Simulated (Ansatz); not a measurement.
Molecule: C$_{2}$H$_{3}$O, charge 0, multiplicity 2. It need not be the lowest isomer of its formula. 
Coordinates optimised at B3LYP-D3(BJ)/def2-TZVP (Ansatz, an electronic-structure program):
```
C
C 1 1.3082
O 1 1.3646 2 127.23
H 3 0.9666 1 108.70 2 0.00
H 2 1.0734 1 139.36 3 180.00
H 1 1.0889 2 122.02 5 0.00
```
Charge 0, spin multiplicity 2.

Basis-set convergence of Hartree-Fock and CCSD correlation energies (hartree) with Ansatz. Valence correlation only, unless marked. Open shells are spin-unrestricted. Spin-orbit coupling is left out. No relativistic terms.

The UHF reference is spin-contaminated (<S^2> 0.16 over the pure value in the largest basis). 

| basis | functions | E(HF) | E(corr, CCSD) |
|---|---|---|---|
| cc-pVDZ | - | -152.26094 | -0.44919 |
| cc-pVTZ | 132 | (withheld) | (withheld) |

Task: Fill in the missing entries.

Result: 
- cc-pVTZ, E(HF): -152.30739
- cc-pVTZ, E(corr, CCSD): -0.54968
